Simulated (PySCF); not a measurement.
PySCF 2.14 output of an unrestricted HSE06 calculation on a single atom or ion in ANO-RCC-VTZP (8s7p5d3f1g, 84 functions), with scalar relativity by spin-free X2C-1e:

```
SCF conv_tol = 1e-09
number electrons alpha = 39  beta = 38
    J. Heyd, G. E. Scuseria, and M. Ernzerhof.,  J. Chem. Phys. 118, 8207 (2003)
    J. Heyd, G. E. Scuseria, and M. Ernzerhof.,  J. Chem. Phys. 124, 219906 (2006)
    A. V. Krukau, O. A. Vydrov, A. F. Izmaylov, and G. E. Scuseria.,  J. Chem. Phys. 125, 224106 (2006)
cycle= 1 E= -19622.2999209251  delta_E= -0.012  |g|= 0.143  |ddm|= 0.0999
cycle= 2 E= -19622.3002826377  delta_E= -0.000362  |g|= 0.119  |ddm|= 0.0422
cycle= 3 E= -19622.3016790152  delta_E= -0.0014  |g|= 0.00763  |ddm|= 0.0231
cycle= 4 E= -19622.3016900828  delta_E= -1.11e-05  |g|= 0.000549  |ddm|= 0.00303
cycle= 5 E= -19622.3016905163  delta_E= -4.34e-07  |g|= 0.000111  |ddm|= 0.00141
cycle= 6 E= -19622.3016905307  delta_E= -1.44e-08  |g|= 2.06e-05  |ddm|= 0.000269
cycle= 7 E= -19622.301690531  delta_E= -2.33e-10  |g|= 7.31e-07  |ddm|= 3.37e-05
converged SCF energy = -19622.301690531  <S^2> = 0.75256875  2S+1 = 2.0025671
```

The run itself started from symmetry-adapted Hartree-Fock orbitals and held the occupation by maximum overlap, on a logarithmic radial grid, so the iterations belong to that start.

**Question.** Which element, charge and spin multiplicity is this?

**Answer.** Hg³⁺ (mercury, charge +3), multiplicity 2; the state was [Xe] 4f14 5d9, 2D determinant.

Spin-orbit coupling, absent here, splits the open shell strongly.
